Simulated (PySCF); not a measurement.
Assigning NMR signals

Geometry:
| atom | x (Å) | y (Å) | z (Å) |
| --- | --- | --- | --- |
| C1 | -1.979 | -0.259 | -0.771 |
| N2 | -1.033 | 0.054 | 0.278 |
| C3 | -1.420 | 0.013 | 1.566 |
| O4 | -2.510 | -0.332 | 1.957 |
| C5 | 0.259 | 0.504 | -0.134 |
| C6 | 1.479 | 0.072 | 0.619 |
| C7 | 2.446 | 0.322 | -0.495 |
| C8 | 1.215 | -0.493 | -0.728 |
| H9 | -2.906 | -0.571 | -0.294 |
| H10 | -1.599 | -1.064 | -1.401 |
| H11 | -2.165 | 0.621 | -1.391 |
| H12 | -0.616 | 0.336 | 2.250 |
| H13 | 0.241 | 1.510 | -0.562 |
| H14 | 1.611 | -0.340 | 1.595 |
| H15 | 2.508 | 1.315 | -0.926 |
| H16 | 3.393 | -0.199 | -0.461 |
| H17 | 1.069 | -1.477 | -1.114 |

Method: structure optimised with GFN2-xTB, NMR shieldings at PBE0/pcSseg-1/GIAO, in PySCF 2.14.0 with density-fitted response routines (in vacuum, one averaged value for each set of equivalent atoms, no relativistic terms, a single conformation).

Referencing at the same level of theory: TMS for ¹³C (σref 186.93), ¹H (σref 31.72).

Q: Assign these signals to the numbered atoms. ¹³C{¹H} NMR (computed): δ 162.7, 54.6, 30.9, 21.9, 4.7.

A: 
| δ (ppm) | atoms | environment | reason |
| --- | --- | --- | --- |
| 162.7 | C3 | amide carbonyl carbon | lone-pair donation from the attached heteroatom keeps it upfield of a ketone carbonyl |
| 54.6 | C5 | three-membered-ring carbon | deshielded by the electronegative neighbour |
| 30.9 | C1 | methyl carbon bonded to N | the inductive effect lowers its shielding |
| 21.9 | C7 | three-membered-ring carbon | carbons of three-membered rings are unusually shielded |
| 4.7 | C6/C8 | three-membered-ring carbon | – |

Q: Assign these signals to the numbered atoms. ¹H NMR (300 MHz, computed): δ 8.12 (s, 1H), 3.00 (s, 3H), 2.16 (m, 2H), 1.84 (m, 1H), 1.21 (m, 1H), 0.21 (m, 1H).

A: 
8.12 → H12, hydrogen on an amide carbonyl carbon
3.00 → H9/H10/H11, hydrogen on a methyl carbon bonded to N: its carbon carries N, an electronegative neighbour
2.16 → H14/H17, hydrogen on a three-membered-ring carbon
1.84 → H13, hydrogen on a three-membered-ring carbon
1.21 → H16, hydrogen on a three-membered-ring carbon: cyclopropane-type protons are shielded by the ring
0.21 → H15, hydrogen on a three-membered-ring carbon

Shifts are as computed. Against solution values, carbons near 30 ppm lie about +3 ppm off and those near 130 ppm about +5 ppm. Of 1211 compounds with measured shifts, 218 miss one by over three times the rms of a fit or turn the order of signals round; such compounds aren't used in these exercises. No couplings were computed; multiplicities are counted from neighbouring protons, with m where these are inequivalent, close in shift, in a saturated or five-membered ring or joined by F or P, and br s for small geminal =CH2 splittings.
